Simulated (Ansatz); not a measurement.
Correlation energies of CH4BFSi, SMILES `F[SiH]1BC1` by basis set

Z-matrix (Å, degrees):
```
Si
B 1 1.887
C 1 2.007 2 44.8
F 1 1.601 2 125.6 3 74.0
H 1 1.483 2 129.7 3 -102.1
H 2 1.186 1 139.7 3 132.6
H 3 1.099 1 81.4 2 135.4
H 3 1.089 1 144.8 2 -112.2
```

The species carries charge 0 and has multiplicity 1. The geometry is a stationary point of PBE0-D4/def2-TZVP. Frozen core, restricted reference, Ansatz 0.2.0. CBS rows extrapolate triple and quadruple zeta; past MP2 they add the triple-zeta difference.

| basis | HF (Eh) | MP2 corr. | CCSD corr. | (T) | CCSD(T) total |
| --- | --- | --- | --- | --- | --- |
| def2-SVP | ? | -0.50337 | -0.53997 | -0.01605 | ? |
| def2-TZVPP | ? | -0.63841 | -0.66901 | -0.02650 | ? |
| def2-QZVPP | ? | -0.68885 | – | – | – |
| CBS(def2) | ? | -0.72621 | -0.75680 | as TZ | ? |

Q: Fill in the withheld values. (Best estimate.)

A: The calculation gave: def2-SVP HF (Eh): -453.00023; def2-SVP CCSD(T) total: -453.55625; def2-TZVPP HF (Eh): -453.30960; def2-TZVPP CCSD(T) total: -454.00511; def2-QZVPP HF (Eh): -453.32651; CBS(def2) HF (Eh): -453.32884; CBS(def2) CCSD(T) total: -454.11214.
